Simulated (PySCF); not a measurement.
Species: bicyclo[2.2.2]octa-2,5,7-triene, C₈H₈.
Numbering: `[CH:1]1=[CH:2][C@H:3]2[CH:4]=[CH:5][C@@H:6]1[CH:7]=[CH:8]2` (hydrogens: H9 on C1; H10 on C2; H11 on C3; H12 on C4; H13 on C5; H14 on C6; H15 on C7; H16 on C8)

The same species was optimised twice, with GFN2-xTB and with PBE0-D3(BJ)/def2-SVP (PySCF), and the same property calculations (PySCF, gas phase) were run on both structures.

| coordinate | GFN2-xTB | PBE0-D3(BJ)/def2-SVP | change |
| --- | --- | --- | --- |
| C3–C4 (Å) | 1.516 | 1.532 | +0.016 |
| C1–C6 (Å) | 1.516 | 1.532 | +0.016 |
| C2–C3 (Å) | 1.516 | 1.532 | +0.016 |
| C3–C8 (Å) | 1.516 | 1.532 | +0.016 |
| C5–C6 (Å) | 1.516 | 1.532 | +0.016 |
| C6–C7 (Å) | 1.516 | 1.532 | +0.016 |
| C4=C5 (Å) | 1.321 | 1.331 | +0.010 |
| C1=C2 (Å) | 1.321 | 1.331 | +0.010 |
| C7=C8 (Å) | 1.321 | 1.331 | +0.010 |
| C5–C6–C7 (°) | 105.1 | 105.7 | +0.6 |
| C4–C3–C8 (°) | 105.1 | 105.7 | +0.6 |
| C1–C6–C5 (°) | 105.1 | 105.7 | +0.6 |
| C2–C3–C8 (°) | 105.1 | 105.7 | +0.6 |
| C1–C6–C7 (°) | 105.1 | 105.7 | +0.6 |
| C2–C3–C4 (°) | 105.1 | 105.7 | +0.6 |
| C6–C7–C8 (°) | 113.6 | 113.0 | -0.6 |
| C1–C2–C3 (°) | 113.6 | 113.0 | -0.6 |

Rotational constants: A = 2976, B = 2869, C = 2868 MHz (GFN2-xTB) against A = 2888, B = 2820, C = 2819 MHz (PBE0-D3(BJ)/def2-SVP). Point groups within 0.08 Å: D3h and D3h.

On the GFN2-xTB structure: lowest singlet, TDDFT (eV) 5.09 [CAM-B3LYP/def2-SVPD]; lowest triplet, Tamm–Dancoff (eV) 3.60 [CAM-B3LYP/def2-SVPD]; isotropic polarisability (au) 77.9 [CAM-B3LYP/def2-SVPD]; HOMO (eV) -7.35 [CAM-B3LYP/def2-SVPD]; LUMO (eV) 0.97 [CAM-B3LYP/def2-SVPD]; HOMO (eV) -6.01 [PBE0/pcSseg-1]; LUMO (eV) 0.01 [PBE0/pcSseg-1]; GIAO shielding of C1 (×6) (mean) (ppm) 37.0 [PBE0/pcSseg-1]; GIAO shielding of C3/C6 (mean) (ppm) 133.2 [PBE0/pcSseg-1].

Question: What do these properties become on the PBE0-D3(BJ)/def2-SVP structure?

Answer: 
| property | level | on GFN2-xTB | on PBE0-D3(BJ)/def2-SVP | change |
| --- | --- | --- | --- | --- |
| lowest singlet, TDDFT (eV) | CAM-B3LYP/def2-SVPD | 5.09 | 5.09 | 0.00 |
| lowest triplet, Tamm–Dancoff (eV) | CAM-B3LYP/def2-SVPD | 3.60 | 3.57 | -0.03 |
| isotropic polarisability (au) | CAM-B3LYP/def2-SVPD | 77.9 | 79.8 | +1.9 |
| HOMO (eV) | CAM-B3LYP/def2-SVPD | -7.35 | -7.40 | -0.05 |
| LUMO (eV) | CAM-B3LYP/def2-SVPD | 0.97 | 0.91 | -0.06 |
| energy, GFN2-xTB geometry as zero (kcal/mol) | CAM-B3LYP/def2-SVPD | 0.0 | -1.7 | -1.7 |
| HOMO (eV) | PBE0/pcSseg-1 | -6.01 | -6.06 | -0.05 |
| LUMO (eV) | PBE0/pcSseg-1 | 0.01 | -0.06 | -0.07 |
| energy, GFN2-xTB geometry as zero (kcal/mol) | PBE0/pcSseg-1 | 0.0 | -1.0 | -1.0 |
| GIAO shielding of C1 (×6) (mean) (ppm) | PBE0/pcSseg-1 | 37.0 | 33.2 | -3.8 |
| GIAO shielding of C3/C6 (mean) (ppm) | PBE0/pcSseg-1 | 133.2 | 131.4 | -1.8 |

The heavy atoms differ by 0.018 Å rms after alignment. Among bonds between heavy atoms C1–C6, C2–C3, C3–C4, C3–C8, C5–C6 and C6–C7 change most and about equally (+0.016 Å). Changes are differences of the printed values. Neither structure is proved a minimum here.
